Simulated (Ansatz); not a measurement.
CHF₂NZn, SMILES `N=[C](F)[Zn][F]`. Total charge 0; spin multiplicity 1. The structure was optimised at the PBE0-D4/def2-TZVP level. It is one conformer, not always the lowest.

```xyz
6

N    -1.435    0.404   -0.654
C    -0.199    0.444   -0.498
F     0.480    1.302   -1.290
Zn    1.001   -0.502    0.688
F     2.030   -1.386    1.781
H    -1.878   -0.261   -0.027
```

(1) What is the dipole moment at r2SCAN/def2-TZVPP? (Estimate.)

(2) And with PBE, B3LYP, ωB97M-V? (An estimate is asked.)

(3) Give the Mulliken charges with r2SCAN, ωB97M-V, B3LYP in def2-TZVPP. (Best estimate.)

Results:

(1) The calculation gave: 1.11 D, with components (-0.76, -0.62, 0.53) D in this frame, pointing from negative to positive charge.

(2) Computed: PBE 1.10 D, B3LYP 1.17 D, ωB97M-V 1.20 D.

(3) Computed: 
| atom | r2SCAN | ωB97M-V | B3LYP |
| --- | --- | --- | --- |
| N1 | -0.22 | -0.14 | -0.16 |
| C2 | 0.21 | 0.14 | 0.17 |
| F3 | -0.18 | -0.19 | -0.19 |
| Zn4 | 0.49 | 0.52 | 0.48 |
| F5 | -0.46 | -0.47 | -0.47 |
| H6 | 0.17 | 0.13 | 0.16 |

B3LYP here is the variant with VWN-RPA as its local correlation; programs differ in this.
